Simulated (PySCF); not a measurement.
Worked example: oscillator strength and radiative lifetime

B(F)(NHMe)(OMe) (C2H7BFNO), SMILES CNB(F)OC.

Geometry optimised at r2SCAN-D4/def2-SVP. The structure was generated by enumeration, and PubChem lists no compound with its InChIKey, so it may never have been made. Other conformers were not sampled.

TDA-LC-ωPBE/def2-SVPD (PySCF 2.14.0) puts the first singlet state with f over 0.02 at 8.57 eV (vertical), with the transition dipole (0.000, 0.000, -0.396) in atomic units.

### Question
Find the oscillator strength, the wavelength and the radiative lifetime that this transition would have in vacuum if emission retraced absorption.

### Answer

|μ|² = 0.1568 au, so |μ| = 1.01 D. ΔE = 8.57/27.211 = 0.3149 hartree. f = (2/3) ΔE |μ|² = 0.033 (the program prints 0.033).
λ = 1239.84/8.57 = 145 nm; ν = 69122 cm⁻¹.
Einstein's coefficient A = 0.6670 ν² f s⁻¹ (ν in cm⁻¹) = 1.0e8 s⁻¹, so τ = 1/A = 9.5 ns. This state is S3; the lower singlets have f = 0.006, 0.003. The figure is the radiative limit of this one transition; relaxation, internal conversion, crossing to triplets and a medium change what is measured.
